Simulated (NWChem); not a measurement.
System meant: H₂Se₂O; SMILES O[Se][SeH]

Input file for NWChem:

```
start job
memory heap 200 mb stack 900 mb global 1100 mb
geometry units angstroms noautoz
  Se     0.379680    -0.935820     0.001143
  O     -1.254840    -1.700609     0.067472
  H     -1.577899    -1.747965    -0.842638
  Se    -0.058742     1.332380    -0.041201
  H     -0.180332     1.530936     1.417230
end
basis spherical
  * library def2-svp
end
dft
  xc xpbe96 cpbe96
  iterations 4
  mulliken
end
task dft energy
```

End of the output:

```
    Atom       Charge   Shell Charges
 -----------   ------   -------------------------------------------------------
    1 Se  34    33.90   2.00  2.00  1.96  1.15  0.66  5.99  5.79  2.00  2.08  7.83  2.04  0.39
    2 O    8     8.23   1.97  0.93  0.65  2.66  2.00  0.02
    3 H    1     0.93   0.57  0.19  0.18
    4 Se  34    33.92   2.00  2.00  1.96  1.12  0.66  5.99  5.79  1.98  2.30  7.81  2.05  0.26
    5 H    1     1.01   0.61  0.34  0.06

 center of mass
 --------------
 x =   0.05835939 y =   0.05058015 z =  -0.00967040

 moments of inertia (a.u.)
 ------------------
         941.993366959174           0.000000000000           0.000000000000
           0.000000000000         150.669839866990           0.000000000000
           0.000000000000           0.000000000000        1071.888735106311

     Multipole analysis of the density
     ---------------------------------

     L   x y z        total         alpha         beta         nuclear
     -   - - -        -----         -----         ----         -------
     0   0 0 0     -0.000000    -39.000000    -39.000000     78.000000

     1   1 0 0     -0.111173     -0.055587     -0.055587      0.000000
     1   0 1 0      0.479670      0.239835      0.239835      0.000000
     1   0 0 1     -0.308237     -0.154119     -0.154119      0.000000

     2   2 0 0    -31.598721    -51.577126    -51.577126     71.555531
     2   1 1 0     -0.188427     -6.811694     -6.811694     13.434961
     2   1 0 1      1.782812     -0.027451     -0.027451      1.837713
     2   0 2 0    -30.347091   -227.171649   -227.171649    423.996206
     2   0 1 1      3.084480     -1.974937     -1.974937      7.034354
     2   0 0 2    -30.320504    -20.229931    -20.229931     10.139358

 ------------------------------------------------------------------------
 dft energy failed                                                                                  0
 ------------------------------------------------------------------------
 ------------------------------------------------------------------------
  current input line :
    18: task dft energy
 ------------------------------------------------------------------------
 ------------------------------------------------------------------------
 This type of error is most commonly associated with calculations not reaching convergence criteria
 ------------------------------------------------------------------------
 For more information see the NWChem manual at https://nwchemgit.github.io

0:dft energy failed:Received an Error in Communication
```

Problem. What is wrong, and how is it mended?

Solution. The run did not converge; its last values are not results. Cause: the SCF was allowed too few iterations. This input runs:
```
start job
memory heap 200 mb stack 900 mb global 1100 mb
geometry units angstroms noautoz
  Se     0.379680    -0.935820     0.001143
  O     -1.254840    -1.700609     0.067472
  H     -1.577899    -1.747965    -0.842638
  Se    -0.058742     1.332380    -0.041201
  H     -0.180332     1.530936     1.417230
end
basis spherical
  Se library def2-svp
  O library def2-svp
  H library def2-svp
end
dft
  xc xpbe96 cpbe96
  iterations 150
  mulliken
end
task dft energy
```
It converges to -4878.08390 Ha (PBE/def2-SVP).
